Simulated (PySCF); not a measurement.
## Broadened absorption spectrum of C5H13OPSi

C5H13OPSi.
InChI=1S/C5H13OPSi/c1-8-7-4-2-6-3-5-7/h2-5,8H2,1H3

Method used: TDDFT CAM-B3LYP/def2-SVPD, vertical, gas phase, core orbitals frozen in the response in PySCF. One conformer (not necessarily the lowest) at the PBE0-D3(BJ)/def2-SVP geometry, without solvent, vibrations or thermal averaging.

Computed states:

```
state  E (eV)       f
   S1    5.72   0.022
   S2    6.35   0.183
   S3    6.58  0.0034
   S4    7.12   0.020
   S5    7.16   0.040
   S6    7.22  0.0016
   S7    7.29   0.029
   S8    7.33   0.018
   S9    7.36   0.150
  S10    7.57   0.047
```

Broadening: Gaussians 0.25 eV wide at half height, area fixed by f = 4.319×10⁻⁹ ∫ε dν̃. The cross-section is σ = 3.8235×10⁻²¹ ε cm², given in Mb (10⁻¹⁸ cm²). The width is an assumption, not a result. The curve ends short of the highest state used, and states not computed would add to its high-energy end.

Problem. Give the broadened spectrum and its maxima.

Solution. 
E (eV), σ (Mb) and a bar:
```
     5.35       0.02 
     5.42       0.15 
     5.49       0.81 
     5.56       2.76 #
     5.63       6.12 ##
     5.70       8.78 ###
     5.77       8.16 ###
     5.84       4.90 ##
     5.91       1.92 #
     5.98       0.67 
     6.05       1.57 #
     6.12       7.60 ###
     6.19      25.09 ##########
     6.26      53.71 #####################
     6.34      75.34 ##############################
     6.41      63.82 #########################
     6.48      35.53 ##############
     6.55      13.58 #####
     6.62       4.08 ##
     6.69       1.21 
     6.76       0.39 
     6.83       0.39 
     6.90       1.75 #
     6.97       6.46 ###
```

Maxima: 217 nm (5.72 eV), ε about 2400, made up of S1 (100%); 195 nm (6.35 eV), ε about 20000, made up of S2 (100%) (ε in L mol⁻¹ cm⁻¹; maxima over ε = 5, shares over 10%). At its high-energy end, 6.97 eV, the curve is still rising (ε about 1700, from S4 and S5).

Problem. Coming from long wavelengths, where does ε first pass 100 L mol⁻¹ cm⁻¹?

Solution. At about 227 nm (5.46 eV), 0.27 eV below S1.

Problem. On this curve, what absorbance would a 10⁻⁴ mol/L sample give at 222 nm over a 1 cm path?

Solution. 222 nm is 5.585 eV, where ε is about 1000 L mol⁻¹ cm⁻¹, so A = ε c l ≈ 0.1 (Beer–Lambert, with the gas-phase spectrum and the assumed width).

Problem. What would ε be at 6.35 eV, the highest of these maxima, with half the width (0.125 eV)?

Solution. About 39400 L mol⁻¹ cm⁻¹ against 19800, a factor of about 1.99; a lone state at its own centre would give exactly 2.

All these states lie below the vertical ionisation energy of 8.46 eV (ΔSCF).

Without π bonds the low states are Rydberg-like; a valence basis with one diffuse set may place them up to an eV too high.
